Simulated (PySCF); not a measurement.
# AlSb: frontier orbitals

UHF at R = 2.759 Å; PySCF, scalar-relativistic core potentials, basis sets Al def2-TZVPPD, Sb def2-TZVPPD with ECP28. State: ³Σ⁻ (triplet), unpaired electrons π ↑↑. Only the outer orbitals are listed, counted within each symmetry, core potentials removing the inner ones.

```
spin  orbital  occ.  ε (eV)  on Al (%)            main shells (%)
   α       7σ     1  -19.27          5                    94 Sb s
   α       8σ     1  -11.53         68           68 Al s, 25 Sb p
   α       4π     1   -8.70          5                    94 Sb p
   α       4π     1   -8.70          5                    94 Sb p
   α       9σ     1   -7.20         52  48 Sb p, 27 Al p, 24 Al s
   α       5π     0    0.66         85           80 Al p, 11 Sb d
   α       5π     0    0.66         85           80 Al p, 11 Sb d
   β       7σ     1  -15.71         20           78 Sb s, 14 Al s
   β       8σ     1  -11.00         69  69 Al s, 17 Sb p, 14 Sb s
   β       9σ     1   -6.87         53  44 Sb p, 39 Al p, 13 Al s
   β       4π     0   -0.11         51           51 Al p, 48 Sb p
   β       4π     0   -0.11         51           51 Al p, 48 Sb p
   β       5π     0    1.54         58  30 Al p, 29 Sb p, 28 Al d
```

Question: Which are the highest filled and the lowest empty level, where do they sit, and how wide is the gap?

Answer: Highest filled β 9σ at -6.87 eV (in %: 44 Sb p, 39 Al p, 13 Al s); lowest empty β 4π at -0.11 eV (in %: 51 Al p, 48 Sb p); the gap at UHF is 6.76 eV.

The bond order (Mayer) is 0.94 and the ⟨S²⟩ is 2.022. The charge on Al (Mulliken, basis-dependent) is 0.23. The charge on Al (Löwdin, basis-dependent) is 0.01, the dipole moment (positive dipole means Al(−)Sb(+)) is -1.18 D and the polarisability along the bond is 144.7 bohr³. The polarisability across the bond is 79.9 bohr³.

Spin–orbit coupling is left out. The state was picked by a PBE0 search and need not be the measured ground state.
